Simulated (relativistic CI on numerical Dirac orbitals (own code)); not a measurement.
Ligand-field terms of d4

Computed with a parametric ligand-field model of a d^n configuration (Racah B and C, spin-orbit zeta, crystal field), exact diagonalisation.

Field parameters in Wybourne normalisation: Td as Oh with Dq negative (B⁴₀ = 21Dq, B⁴₄ = √(5/14) B⁴₀). The field is a parameter set, without covalency.

B = 680 cm⁻¹, C = 3000 cm⁻¹ (C/B = 4.41), Td, no spin-orbit coupling. Tanabe-Sugano data, E/B above the lowest term (Δ = |10Dq|; b, c mark the second and third term of a kind):

```tsv
Δ/B	5T2	5E	3T1	3T2	3T1(b)	1A1	1T1
1.0	0.00	1.00	21.41	21.71	22.35	31.66	32.07
1.9	0.00	1.90	21.00	21.66	22.62	30.45	31.46
2.8	0.00	2.79	20.46	21.52	22.70	29.06	30.77
3.7	0.00	3.71	19.81	21.32	22.73	27.56	30.01
4.6	0.00	4.60	19.12	21.04	22.73	26.02	29.23
5.5	0.00	5.50	18.39	20.71	22.74	24.45	28.44
6.4	0.00	6.40	17.63	20.32	22.74	22.85	27.63
7.3	0.00	7.29	16.86	19.88	22.74	21.23	26.82
8.2	0.00	8.21	16.06	19.39	22.74	19.56	25.98
9.1	0.00	9.10	15.27	18.87	22.75	17.91	25.15
10.0	0.00	10.00	14.46	18.31	22.75	16.25	24.32
10.9	0.00	10.90	13.65	17.73	22.76	14.57	23.47
11.8	0.00	11.79	12.83	17.12	22.76	12.89	22.63
12.7	0.00	12.71	11.99	16.47	22.76	11.18	21.77
13.6	0.00	13.60	11.16	15.81	22.77	9.48	20.92
14.5	0.00	14.50	10.33	15.14	22.77	7.78	20.06
15.4	0.00	15.40	9.49	14.45	22.77	6.07	19.20
16.3	0.00	16.29	8.65	13.75	22.78	4.36	18.34
17.2	0.00	17.21	7.79	13.02	22.78	2.62	17.47
18.1	0.00	18.10	6.95	12.29	22.78	0.89	16.60
19.0	0.83	19.83	6.93	12.38	23.61	0.00	16.57
19.9	2.56	22.45	7.80	13.36	25.34	0.00	17.43
20.8	4.29	25.08	8.68	14.33	27.08	0.00	18.29
21.7	6.05	27.75	9.57	15.31	28.84	0.00	19.17
```

The ground term changes from 5T2 to 1A1 between Δ/B = 18.1 and 19.0.
